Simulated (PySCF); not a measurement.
# Spin-rotation constants: closo-1-SB9 (no H on S)

Geometry:
```tsv
atom	x (Å)	y (Å)	z (Å)
B1	0.193	0.684	-1.422
B2	-0.247	0.984	1.224
B3	1.303	0.902	0.114
B4	1.097	-0.639	-0.702
B5	-0.753	-0.734	-0.999
B6	0.791	-0.430	1.137
S7	-0.071	2.195	-0.261
B8	-1.059	-0.525	0.841
B9	0.052	-1.649	0.195
B10	-1.358	0.765	-0.312
H11	0.349	1.071	-2.521
H12	-0.435	1.606	2.204
H13	2.334	1.460	0.222
H14	1.998	-1.126	-1.284
H15	-1.375	-1.298	-1.825
H16	1.439	-0.749	2.066
H17	-1.930	-0.920	1.528
H18	0.091	-2.813	0.333
H19	-2.420	1.216	-0.539
```

Method: GIAO BP86/def2-SVP magnetisability, rotational g tensor and spin-rotation constants, non-relativistic, gas phase in PySCF 2.14.0. Geometry: GFN2-xTB.

(1) Give the nuclear spin-rotation constants along the inertial axes (H = +C I·J) beside the isotropic shieldings.

Answers

(1) Rotational constants 2.4693, 1.5430, 1.5427 GHz. A star marks the isotopologue with that one atom substituted, in its own axes.
```
atom  isotope  Caa (kHz)  Cbb (kHz)  Ccc (kHz)  mean (kHz)  σ (ppm)
  B1      11B      0.463      0.226      0.226       0.304    119.7
  B2      11B      0.463      0.226      0.226       0.304    119.7
  B3      11B      0.462      0.226      0.226       0.304    119.7
  B4      11B      0.515      0.165      0.165       0.281    130.2
  B5      11B      0.515      0.165      0.165       0.281    130.2
  B6      11B      0.515      0.165      0.165       0.281    130.2
  B8      11B      0.514      0.165      0.165       0.281    130.3
  B9      11B      1.073      0.441      0.441       0.652     30.8
 B10      11B      0.463      0.226      0.226       0.305    119.6
 H11       1H     -0.185     -0.078     -0.078      -0.113     29.2
 H12       1H     -0.185     -0.078     -0.077      -0.113     29.2
 H13       1H     -0.185     -0.077     -0.077      -0.113     29.2
 H14       1H     -0.187     -0.081     -0.081      -0.116     29.9
 H15       1H     -0.188     -0.081     -0.081      -0.116     29.9
 H16       1H     -0.187     -0.081     -0.081      -0.116     29.9
 H17       1H     -0.187     -0.081     -0.081      -0.116     29.9
 H18       1H      0.289     -0.130     -0.130       0.010     23.1
 H19       1H     -0.185     -0.077     -0.077      -0.113     29.2
  S7     33S*      0.303      0.357      0.357       0.339    628.0
```
Where two moments of inertia are equal or nearly so, the constants along those axes are given as their average.
For the geometry as given, no vibrational averaging.
